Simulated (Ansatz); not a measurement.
`NC[SiH2][AlH2]` → `[CH2]` (triplet) + `N[SiH2][AlH2]`  (formal loss of a carbene)

Calculated with Ansatz (gas phase, PBE0-D4/def2-TZVP geometries, no zero-point term in ΔE). CCSD(T)/CBS is the MP2 limit (def2-TZVPP, def2-QZVPP) plus CCSD(T) − MP2 in def2-TZVPP, frozen cores. This one scheme is used for every species. Triplets are unrestricted, without spin–orbit coupling. One conformer a species, not always the lowest.

```json
{"level": "SCS-MP2/def2-TZVPP", "ΔE (kJ/mol)": "341.5"}
{"level": "HF/def2-QZVPP", "ΔE (kJ/mol)": "187.9"}
```

Question: What does CCSD(T)/CBS give? (Estimate.)

Answer: Computed: +341.8 kJ/mol. The listed levels differ from it by -0.3, -153.9 kJ/mol.

Largest T1 diagnostic among the species: 0.011.

The D4 term adds +9.7 kJ/mol with B3LYP and +5.3 kJ/mol with PBE0; it sums over pairs of atoms, weighted by their polarisabilities, and B3LYP, whose exchange is more repulsive, gets the larger term. From PBE to PBE0 (25 % exact exchange), in def2-TZVPP and without D4, ΔE moves by −11.6 kJ/mol. In def2-TZVPP, CCSD(T) changes the Hartree–Fock value by +143.9 kJ/mol (the triples alone add +12.5 kJ/mol) and MP2 by +151.8 kJ/mol.

B3LYP here is the variant with VWN-RPA as its local correlation; programs differ in this.
